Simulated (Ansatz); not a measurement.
## Worked example: the enthalpy of formation of CHBrCl2 (SMILES ClC(Cl)Br)

The species is CHBrCl2 (5 atoms), meant as a singlet with charge 0. SMILES: `ClC(Cl)Br`. The coordinates come from a PBE0-D4/def2-TZVP relaxation.

Total energies at BLYP/6-31G* (spherical functions) (Ansatz 0.2.0); the atoms run unrestricted:

| species | state | energy (Eh) |
| --- | --- | --- |
| CHBrCl2 | singlet | -3532.889572 |
| Cl | doublet | -460.113413 |
| C | triplet | -37.829991 |
| Br | doublet | -2573.828538 |
| H | doublet | -0.495446 |

Harmonic wavenumbers at PBE0-D4/def2-TZVP, in cm⁻¹: 214, 222, 334, 615, 741, 784, 1195, 1235, 3185.

Measured heats of formation of the gaseous atoms at 298.15 K, in kJ/mol: Cl 121.3, C 716.9, Br 111.9, H 218.0. Spin-orbit lowering of the atoms at 298 K (mean of the ground term's levels less their thermal mean, from spectra), in kJ/mol: Cl 3.44, C 0.02, Br 14.69. Take 1 Eh = 2625.50 kJ/mol, 1 cm⁻¹ = 0.0119627 kJ/mol, RT = 2.479 kJ/mol.

Task: What heat of formation follows?

Result: 
1. Electronic atomisation energy: 2 × (-460.113413) + (-37.829991) + (-2573.828538) + (-0.495446) − (-3532.889572) = 0.508771 Eh = 1335.8 kJ/mol.
2. Zero-point energy: half the sum of the wavenumbers, 4262.5 cm⁻¹ = 51.0 kJ/mol.
3. Thermal vibrational enthalpy, Σ hcν̃/(exp(hcν̃/kT) − 1): 4.8 kJ/mol. Translation, rotation and pV of a non-linear molecule: 4 RT = 9.9 kJ/mol.
4. The 5 free atoms carry 5/2 RT each: 31.0 kJ/mol.
5. Spin-orbit coupling lowers the free atoms by 2 × 3.44 + 0.02 + 14.69 = 21.6 kJ/mol.
6. Atomisation enthalpy at 298 K: 1335.8 − 21.6 − 51.0 − 4.8 − 9.9 + 31.0 = 1279.5 kJ/mol.
7. Sum of the atoms' heats of formation: 1289.4 kJ/mol. Heat of formation: 1289.4 − 1279.5 = +9.9 kJ/mol.

The tabulated value is -51.5 kJ/mol (Active Thermochemical Tables), so this level is off by +61.4 kJ/mol, or 4.6 % of the atomisation enthalpy. Relativity is left out. Anharmonicity and any spin-orbit splitting of the molecule are left out.
